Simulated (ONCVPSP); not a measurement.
# P, ONCV: configuration errors across variants

ONCVPSP 4.0.1 input, shortened (lines: element, Z, core and valence counts, functional; n l f; lmax; l rc ep ncon nbas qcut; lloc lpopt rc5 dvloc0; l nproj debl; icmod fcfact rcfact), PW91, scalar-relativistic:

```
  P 15.00    1    4  -109134      upf
    1    0    2.00
    2    0    2.00
    2    1    6.00
    3    0    1.00
    3    1    4.00
    1
    0    0.85    0.00    5   10   10.60
    1    0.95    0.00    5    9   18.50
    4    3    0.65    0.00
    0    2    3.10
    1    2    2.00
    3    5.75    1.55
```

All-electron excitation energies from the reference (eV): (1) 2s2 2p6 3s2 3p3 -8.540; (2) 2s2 2p6 3s2 3p2 1.236; (3) 2s2 2p6 3s2 3p1 20.443; (4) 2s2 2p6 3s1 3p3 10.360.

2 further variants failed, have other tests or another functional or relativity, and are left out.

A true bound ghost makes a file unfit for plane-wave use even where its test errors are small: the radial tests pick states by their node count and pass the ghost by.

Errors AE − PS in meV (a dash: test not solved or not reliable):

| change | (1) | (2) | (3) | (4) | bound ghosts | GHOST(+) flags above zero |
| --- | --- | --- | --- | --- | --- | --- |
| base | +0.2 | +1.6 | +5.6 | +0.3 | none | none |
| s: qcut 12.7; p: qcut 22.1 | +0.2 | +1.5 | +5.1 | +0.3 | none | none |
| local potential polynomial inside 0.65 bohr (lpopt 3, dvloc0 9 Ha) | -0.2 | +1.1 | +5.3 | +0.3 | none | none |
| p: ncon 3, nbas 7 | +0.1 | +1.5 | +5.8 | +0.3 | none | none |
| s: rc 0.96 | -2.2 | -0.4 | +4.5 | +0.3 | s | none |
| s: rc 1.18 | +5.6 | +6.3 | +9.2 | +0.3 | none | s |
| s: qcut 13.9 | +0.1 | +1.4 | +5.3 | +0.3 | none | none |

Give the same row for: core correction Teter function, fcfact 5.75, rcfact 1.2.

+0.3, +1.6, +5.7, +0.3; bound ghosts: none; GHOST(+) flags above zero: none.
